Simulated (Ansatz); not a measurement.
Ga(Cl)2(SH) (Cl₂GaHS), SMILES [SH][Ga]([Cl])[Cl].

Geometry: B3LYP-D3(BJ)/def2-SVP. The structure was generated by enumeration; whether it is a known compound was not checked. The values are those of a single conformer.

Two levels are set side by side: PBE/def2-SVPD (Ansatz, an electronic-structure program) and CAM-B3LYP/def2-SVPD (Ansatz). Energy differences of separate SCF runs at the same geometry; the states with an electron removed or added have multiplicity 2 and 2. Differences are taken from unrounded values.

```csv
quantity,CAM-B3LYP
vertical ionisation energy (eV),10.68
vertical electron affinity (eV),0.44
vertical singlet–triplet gap (eV),5.00
```

### Question
What does PBE give, and how far is it from CAM-B3LYP? (The exact figures need the calculation; the answer reports its results.)

### Answer

```
quantity                             PBE  PBE minus CAM-B3LYP
---------------------------------  -----  -------------------
vertical ionisation energy (eV)    10.26                -0.42
vertical electron affinity (eV)     0.60                 0.15
vertical singlet–triplet gap (eV)   4.57                -0.43
```
